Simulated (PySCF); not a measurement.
Calculated elemental compositions, with the atomic weights Si 28.085, O 15.999, N 14.007, C 12.011, H 1.008, S 32.060, Ge 72.630, F 18.998.

A compound of molar mass 177.43 g/mol holds 47.49 % silicon, 9.02 % oxygen, 8.52 % hydrogen, 7.89 % nitrogen and 27.08 % carbon by mass. What is its formula?

Per cent/100 × molar mass / atomic weight: Si 3.00, O 1.00, H 15.00, N 1.00, C 4.00. So C4H15NOSi3. One species with this formula is `[SiH3]O[SiH2][SiH2]N1CCCC1`.

A compound of molar mass 116.18 g/mol holds 51.69 % carbon, 27.60 % sulfur, 6.94 % hydrogen and 13.77 % oxygen by mass. What is its formula?

Per cent/100 × molar mass / atomic weight: C 5.00, S 1.00, H 8.00, O 1.00. So C5H8OS. One species with this formula is `CC(=S)C1COC1`.

A compound of molar mass 158.42 g/mol holds 37.91 % carbon, 8.91 % hydrogen and 53.18 % silicon by mass. What is its formula?

Per cent/100 × molar mass / atomic weight: C 5.00, H 14.00, Si 3.00. So C5H14Si3. One species with this formula is `C=C[Si]([SiH3])([SiH3])C1CC1`.

A compound of molar mass 238.74 g/mol holds 2.11 % hydrogen, 23.87 % fluorine, 30.42 % germanium, 20.10 % oxygen, 10.06 % carbon and 13.43 % sulfur by mass. What is its formula?

Atoms of each element: H 5.00, F 3.00, Ge 1.00, O 3.00, C 2.00, S 1.00. So C2H5F3GeO3S. One species with this formula is `FC(S(=O)(=O)C[O][GeH3])(F)F`.
